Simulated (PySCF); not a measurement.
Ga(F)(Et)(OH) (C2H6FGaO), SMILES C[CH2][Ga]([OH])[F].

Geometry: PBE0-D3(BJ)/def2-SVP. The structure was generated by enumeration; whether it is a known compound was not checked. Other conformers were not sampled.

Vertical ionisation energy (IE) and electron affinity (EA) in eV. Rows of orbital energies are one-electron estimates. Where ΔSCF, EOM or ADC give a negative EA the extra electron is unbound and the value depends on the basis.

```
level                                           IE     EA
--------------------------------------------  ----  -----
−ε(HOMO), −ε(LUMO), M06-2X/def2-TZVP (PySCF)  9.63  -0.11
−ε(HOMO), −ε(LUMO), PBE/def2-TZVP (PySCF)     6.98   1.38
```
